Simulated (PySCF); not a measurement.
## Atomic charges against the basis set

C3H5ClN2Si.
Bonds: Si1–C2, C2–C3 (aromatic), C3–N4 (aromatic), N4–C5 (aromatic), C5–Cl6, C5–N7 (aromatic), C2–N7 (aromatic). Hydrogens: H8, H9, H10 on Si1; H11 on C3; H12 on N4.

PBE0 throughout (PySCF), one geometry, spherical d and f functions. Isolated species at its PBE0-D3(BJ)/def2-SVP geometry, gas phase. The first 7 of 10 kinds of atom are listed.

Mulliken charges (e):

```csv
basis,functions,Si1,C2,C3,N4,C5,Cl6,N7
STO-3G,48,+0.560,-0.126,-0.027,-0.268,+0.164,-0.075,-0.253
6-31G,81,+0.554,-0.194,+0.092,-0.703,+0.093,+0.233,-0.372
pcSseg-0,81,+0.643,-0.303,+0.076,-0.774,+0.319,+0.156,-0.590
6-31G*,116,+0.326,-0.046,+0.006,-0.592,+0.255,+0.066,-0.397
cc-pVDZ,131,+0.272,-0.117,+0.067,-0.091,+0.153,-0.046,-0.233
def2-SVP,131,+0.422,-0.186,+0.049,-0.130,+0.147,-0.075,-0.198
aug-cc-pVDZ,214,-0.605,-0.073,+1.048,-0.230,+0.221,-0.010,-0.469
"6-311+G(2d,p)",235,+0.412,+0.093,-0.328,-0.255,-0.074,+0.146,-0.236
def2-TZVP,259,+0.185,-0.029,-0.142,-0.202,+0.162,-0.047,-0.252
cc-pVTZ,288,+0.206,-0.068,-0.145,-0.049,+0.142,-0.088,-0.209
IGLO-III,313,+0.748,-0.098,-0.081,-0.152,+0.160,+0.060,-0.432
```

IAO charges (e):

```json
{"basis": "STO-3G", "functions": "48", "Si1": "+0.654", "C2": "-0.243", "C3": "-0.103", "N4": "-0.185", "C5": "+0.042", "Cl6": "+0.009", "N7": "-0.217"}
{"basis": "6-31G", "functions": "81", "Si1": "+0.464", "C2": "-0.204", "C3": "-0.117", "N4": "-0.239", "C5": "+0.124", "Cl6": "+0.009", "N7": "-0.292"}
{"basis": "pcSseg-0", "functions": "81", "Si1": "+0.459", "C2": "-0.222", "C3": "-0.104", "N4": "-0.230", "C5": "+0.124", "Cl6": "+0.010", "N7": "-0.291"}
{"basis": "6-31G*", "functions": "116", "Si1": "+0.589", "C2": "-0.220", "C3": "-0.106", "N4": "-0.240", "C5": "+0.156", "Cl6": "+0.007", "N7": "-0.317"}
{"basis": "cc-pVDZ", "functions": "131", "Si1": "+0.580", "C2": "-0.216", "C3": "-0.113", "N4": "-0.238", "C5": "+0.159", "Cl6": "+0.006", "N7": "-0.316"}
{"basis": "def2-SVP", "functions": "131", "Si1": "+0.599", "C2": "-0.221", "C3": "-0.109", "N4": "-0.234", "C5": "+0.159", "Cl6": "+0.011", "N7": "-0.317"}
{"basis": "aug-cc-pVDZ", "functions": "214", "Si1": "+0.583", "C2": "-0.214", "C3": "-0.119", "N4": "-0.246", "C5": "+0.167", "Cl6": "+0.008", "N7": "-0.332"}
{"basis": "6-311+G(2d,p)", "functions": "235", "Si1": "+0.615", "C2": "-0.224", "C3": "-0.117", "N4": "-0.247", "C5": "+0.163", "Cl6": "+0.013", "N7": "-0.332"}
{"basis": "def2-TZVP", "functions": "259", "Si1": "+0.623", "C2": "-0.227", "C3": "-0.116", "N4": "-0.246", "C5": "+0.164", "Cl6": "+0.014", "N7": "-0.331"}
{"basis": "cc-pVTZ", "functions": "288", "Si1": "+0.608", "C2": "-0.223", "C3": "-0.116", "N4": "-0.246", "C5": "+0.166", "Cl6": "+0.010", "N7": "-0.328"}
{"basis": "IGLO-III", "functions": "313", "Si1": "+0.622", "C2": "-0.226", "C3": "-0.118", "N4": "-0.249", "C5": "+0.163", "Cl6": "+0.017", "N7": "-0.333"}
```

Hirshfeld charges (e):

| basis | functions | Si1 | C2 | C3 | N4 | C5 | Cl6 | N7 |
| --- | --- | --- | --- | --- | --- | --- | --- | --- |
| STO-3G | 48 | +0.368 | -0.071 | -0.019 | -0.058 | +0.144 | -0.112 | -0.215 |
| 6-31G | 81 | +0.284 | -0.084 | -0.025 | -0.063 | +0.089 | -0.022 | -0.209 |
| pcSseg-0 | 81 | +0.305 | -0.089 | -0.031 | -0.058 | +0.083 | -0.007 | -0.210 |
| 6-31G* | 116 | +0.283 | -0.082 | -0.022 | -0.059 | +0.099 | -0.031 | -0.203 |
| cc-pVDZ | 131 | +0.297 | -0.087 | -0.029 | -0.057 | +0.092 | -0.021 | -0.192 |
| def2-SVP | 131 | +0.303 | -0.086 | -0.030 | -0.059 | +0.095 | -0.010 | -0.205 |
| aug-cc-pVDZ | 214 | +0.307 | -0.092 | -0.027 | -0.082 | +0.088 | 0.000 | -0.206 |
| 6-311+G(2d,p) | 235 | +0.311 | -0.094 | -0.026 | -0.079 | +0.083 | 0.000 | -0.206 |
| def2-TZVP | 259 | +0.302 | -0.090 | -0.026 | -0.076 | +0.090 | -0.006 | -0.204 |
| cc-pVTZ | 288 | +0.299 | -0.088 | -0.027 | -0.072 | +0.093 | -0.012 | -0.200 |
| IGLO-III | 313 | +0.303 | -0.089 | -0.029 | -0.083 | +0.085 | +0.011 | -0.212 |

ESP-fitted charges (e):

```csv
basis,functions,Si1,C2,C3,N4,C5,Cl6,N7
STO-3G,48,+0.170,+0.217,-0.207,-0.226,+0.427,-0.185,-0.495
6-31G,81,+0.132,+0.249,-0.258,-0.257,+0.365,-0.103,-0.537
pcSseg-0,81,+0.234,+0.157,-0.249,-0.262,+0.441,-0.121,-0.557
6-31G*,116,+0.074,+0.219,-0.250,-0.199,+0.216,-0.054,-0.426
cc-pVDZ,131,+0.040,+0.205,-0.275,-0.123,+0.167,-0.047,-0.386
def2-SVP,131,+0.087,+0.205,-0.261,-0.144,+0.221,-0.052,-0.433
aug-cc-pVDZ,214,+0.016,+0.241,-0.251,-0.173,+0.206,-0.052,-0.419
"6-311+G(2d,p)",235,+0.018,+0.251,-0.281,-0.163,+0.188,-0.043,-0.418
def2-TZVP,259,+0.022,+0.253,-0.281,-0.160,+0.205,-0.047,-0.424
cc-pVTZ,288,+0.043,+0.231,-0.273,-0.155,+0.211,-0.054,-0.416
IGLO-III,313,+0.019,+0.250,-0.262,-0.150,+0.172,-0.029,-0.419
```

Question: Which scheme is steadiest as the basis changes?

Answer: Largest range over the bases for any column: Hirshfeld 0.12 e, IAO 0.20 e, ESP-fitted 0.27 e, Mulliken 1.38 e. Hirshfeld charges move least and Mulliken charges most, counted in e. Without the minimal STO-3G basis the ranges are Hirshfeld 0.04, IAO 0.16, ESP-fitted 0.27, Mulliken 1.38 e.

Question: How much do the charges still move between the two largest bases, cc-pVTZ and IGLO-III?

Answer: At most, over all atoms: Mulliken 0.542 e, IAO 0.015 e, Hirshfeld 0.023 e, ESP-fitted 0.039 e.

Question: What do the same runs give for the total energy, the frontier levels and the dipole moment?

Answer: 
```tsv
basis	energy (Eh)	HOMO (eV)	LUMO (eV)	μ (D)
STO-3G	-964.8047	-4.93	3.20	3.82
6-31G	-975.8059	-6.90	0.38	4.38
pcSseg-0	-974.5613	-7.17	0.13	4.36
6-31G*	-975.9365	-6.71	0.46	4.10
cc-pVDZ	-975.9989	-6.74	0.38	3.95
def2-SVP	-975.5818	-6.82	0.28	4.05
aug-cc-pVDZ	-976.0162	-6.89	-0.39	3.89
6-311+G(2d,p)	-976.0649	-6.90	-0.17	3.96
def2-TZVP	-976.0871	-6.87	0.11	3.97
cc-pVTZ	-976.0881	-6.85	0.17	3.95
IGLO-III	-976.0856	-6.86	0.07	3.92
```

The dipole is fixed by the density alone, so its range of 0.56 D shows that the density itself changes with the basis, not only its division among atoms.
